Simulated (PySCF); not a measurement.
A failing input for KN

```python
from pyscf import gto, scf

mol = gto.M(
    atom='K 0 0 0; N 0 0 2.6',
    basis='sbkjc',
    charge=0,
    spin=2,
    symmetry=True,
    verbose=4,
)
mf = scf.ROHF(mol)
mf = mf.density_fit(auxbasis='def2-universal-jkfit')
mf = mf.newton()
mf.kernel()
mf.dip_moment()
print('orbital energies (hartree):', mf.mo_energy[..., max(0, mol.nelec[1]-3):mol.nelec[0]+3].round(4))
```

```bash
$ python input.py
```

The log, shortened:

```
[earlier lines left out]
macro= 27  E= -61.0093213789023  delta_E= 0.000329722  |g|= 0.00978637  2 KF 7 JK
macro= 28  E= -61.0096717147755  delta_E= -0.000350336  |g|= 0.0188685  2 KF 5 JK
macro= 29  E= -61.0095725954329  delta_E= 9.91193e-05  |g|= 0.012952  2 KF 6 JK
macro= 30  E= -61.0097050659545  delta_E= -0.000132471  |g|= 0.013864  2 KF 6 JK
macro= 31  E= -61.0093654823665  delta_E= 0.000339584  |g|= 0.00946966  2 KF 7 JK
macro= 32  E= -61.0096335154966  delta_E= -0.000268033  |g|= 0.0152301  2 KF 6 JK
macro= 33  E= -61.0093726799812  delta_E= 0.000260836  |g|= 0.0115584  2 KF 8 JK
macro= 34  E= -61.0095836946443  delta_E= -0.000211015  |g|= 0.0171194  2 KF 6 JK
macro= 35  E= -61.0093645492149  delta_E= 0.000219145  |g|= 0.0120529  2 KF 7 JK
macro= 36  E= -61.0096466932409  delta_E= -0.000282144  |g|= 0.0184899  2 KF 5 JK
macro= 37  E= -61.0094399289886  delta_E= 0.000206764  |g|= 0.0144992  2 KF 6 JK
macro= 38  E= -61.0094936626775  delta_E= -5.37337e-05  |g|= 0.0118313  2 KF 7 JK
macro= 39  E= -61.0096059949309  delta_E= -0.000112332  |g|= 0.0149114  2 KF 5 JK
macro= 40  E= -61.0095767612206  delta_E= 2.92337e-05  |g|= 0.016849  2 KF 6 JK
macro= 41  E= -61.0094587166472  delta_E= 0.000118045  |g|= 0.00948336  2 KF 6 JK
macro= 42  E= -61.0096797071339  delta_E= -0.00022099  |g|= 0.01547  2 KF 6 JK
macro= 43  E= -61.0095456497667  delta_E= 0.000134057  |g|= 0.00947991  2 KF 6 JK
macro= 44  E= -61.009671575631  delta_E= -0.000125926  |g|= 0.0150895  2 KF 6 JK
macro= 45  E= -61.0094671126934  delta_E= 0.000204463  |g|= 0.0113649  2 KF 7 JK
macro= 46  E= -61.0094271217198  delta_E= 3.9991e-05  |g|= 0.0155217  2 KF 7 JK
macro= 47  E= -61.0095562076277  delta_E= -0.000129086  |g|= 0.0131756  2 KF 7 JK
macro= 48  E= -61.0096389934571  delta_E= -8.27858e-05  |g|= 0.0152557  2 KF 5 JK
macro= 49  E= -61.0094775018262  delta_E= 0.000161492  |g|= 0.0136372  2 KF 6 JK
Canonicalize SCF orbitals
macro X = 50  E=-61.0094775018262  |g|= 0.0136372  total 103 KF 411 JK
SCF not converged.
SCF energy = -61.0094775018262

WARN: Orbital degeneracy broken

Dipole moment(X, Y, Z, Debye):  0.00000,  0.00000, -31.11123
orbital energies (hartree): [-0.4494 -0.1844 -0.1839 -0.1493 -0.116  -0.0126  0.4937]
```

Which setting is at fault, why, and what does a mended input give?

The core potential (off): this valence basis has no functions for the core electrons, which the core potential should remove. With this edit
```diff
+     ecp={'K': 'sbkjc', 'N': 'sbkjc'},
```
the run finishes: E(SCF) = -9.717196 Eh, 6 cycles, μz(SCF) = -11.11 D.

The bond length is a typed value, not an optimised one. No search for the lowest solution was made.
